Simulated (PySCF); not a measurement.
Computed Raman spectrum (relative Raman activity) of a molecule CH₅ClFNSi. Coordinates come from a B3LYP-D3(BJ)/def2-SVP optimisation. One conformer was computed; it need not be the lowest. These are B3LYP-D3(BJ)/def2-SVP in PySCF 2.14.0 values and carry that method's errors. Frequencies are harmonic and unscaled.

Lines under 2 % of the strongest are left out, and lines within 2 cm⁻¹ are merged.

| ν (cm⁻¹) | relative intensity |
|---|---|
| 223 | 2.3 |
| 271 | 2.5 |
| 329 | 2.0 |
| 525 | 3.7 |
| 694 | 7.7 |
| 818 | 4.7 |
| 831 | 5.0 |
| 892 | 4.2 |
| 928 | 3.4 |
| 1071 | 3.3 |
| 1236 | 6.4 |
| 1451 | 9.8 |
| 1542 | 5.3 |
| 2276 | 100 |
| 3017 | 88 |
| 3073 | 60 |
| 3573 | 98 |
| 3666 | 61 |

Problem. Which molecule gave these data?
(A) C[Si@@](N)(F)Cl
(B) NC[Si@H](F)Cl
(C) CN[Si@H](F)Cl
(D) N[Si@@H](Cl)CF

Solution. D, N[Si@@H](Cl)CF
